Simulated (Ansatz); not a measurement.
Calculated with Ansatz (gas phase, PBE0-D4/def2-TZVP geometries, no zero-point term in ΔE). CBS: MP2 limit from def2 TZ/QZ plus the TZ coupled-cluster correction, frozen cores. This one scheme is used for every species. DFT in def2-TZVPP. Each species was taken in one conformer, which may not be the lowest.

Consider the redistribution: `[F][AlH2]` + `[OH][Al]([SH])[O][SiH3]` → `[OH][Al]([SH])[AlH][F]` + `O[SiH3]`.

CCSD(T)/CBS gives +145.5 kJ/mol.

(1) Another level gave +143.8 kJ/mol. Which?
A. BHLYP-D4/def2-TZVPP
B. RPA@PBE/def2-TZVPP
C. LDA (SPW92)/def2-TZVPP
D. CAM-B3LYP/def2-TZVPP

Largest T1 diagnostic among the species: 0.013.

Results:

(1) B. RPA@PBE/def2-TZVPP 143.8, LDA (SPW92) 121.4, CAM-B3LYP 152.8, BHLYP-D4 157.9 kJ/mol.

The D4 term adds +3.5 kJ/mol with B3LYP and +2.0 kJ/mol with PBE0; it sums over pairs of atoms, weighted by their polarisabilities, and B3LYP, whose exchange is more repulsive, gets the larger term. From BLYP to BHLYP (50 % exact exchange), in def2-TZVPP and without D4, ΔE moves by +17.7 kJ/mol.

B3LYP here is the variant with VWN-RPA as its local correlation; programs differ in this.
